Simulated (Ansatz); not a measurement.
Consider the ligand exchange at a B–C bond: `O=CB(S)Cl` + H–F → `FB(S)Cl` + `C=O`.

Calculated with Ansatz (gas phase, PBE0-D4/def2-TZVP geometries, no zero-point term in ΔE). CCSD(T)/CBS adds triple-zeta CCSD(T) − MP2 to the extrapolated MP2 energy (def2 sets, frozen cores). This one scheme is used for every species. DFT in def2-TZVPP. One conformer a species, not always the lowest.

`O=CB(S)Cl`:

Cartesian coordinates in Å:
```
O 0.700 0.401 -1.950
C 0.539 -0.096 -0.867
B -0.503 0.465 0.216
S -0.663 -0.340 1.792
Cl -1.469 1.856 -0.157
H 1.137 -0.996 -0.582
H 0.260 -1.290 1.548
```

H–F:

Z-matrix (Å, degrees):
```
F
H 1 0.920
```

`FB(S)Cl`:

```xyz
5

F    -0.105   -1.356    0.541
B    -0.407   -0.118    0.201
S     0.763    0.945   -0.645
Cl   -1.997    0.499    0.590
H     1.746    0.029   -0.687
```

`C=O`:

```xyz
4

C     0.003    0.003    0.003
O    -0.661   -0.641   -0.755
H    -0.442    0.532    0.870
H     1.100    0.106   -0.118
```

| level | ΔE (kJ/mol) |
| --- | --- |
| PBE-D4 | -125.3 |
| r2SCANh-D4 | -138.4 |
| BHLYP-D4 | -144.8 |
| CAM-B3LYP-D4 | -143.8 |
| BLYP | -141.9 |
| RPA@PBE/def2-TZVPP | -134.6 |
| HF/def2-SVP | -171.3 |
| CCSD(T)/def2-TZVPP | -134.1 |

What does CCSD(T)/CBS give? (Best estimate.)

Computed: -129.2 kJ/mol. The listed levels differ from it by 3.9, -9.2, -15.6, -14.6, -12.7, -5.4, -42.1, -4.9 kJ/mol.

Largest T1 diagnostic among the species: 0.015.

From PBE to PBE0 (25 % exact exchange), in def2-TZVPP and without D4, ΔE moves by −4.7 kJ/mol. The D4 term adds +7.5 kJ/mol with B3LYP and +4.2 kJ/mol with PBE0; it sums over pairs of atoms, weighted by their polarisabilities, and B3LYP, whose exchange is more repulsive, gets the larger term. Leaving LDA and LC-ωPBE aside and taking each functional with its dispersion term where it has one, the values, not all of them listed here, spread over 23.2 kJ/mol, from BHLYP-D4 to revPBE-D4. LDA lies +3.8 kJ/mol from PBE without D4.

B3LYP here is the variant with VWN-RPA as its local correlation; programs differ in this.
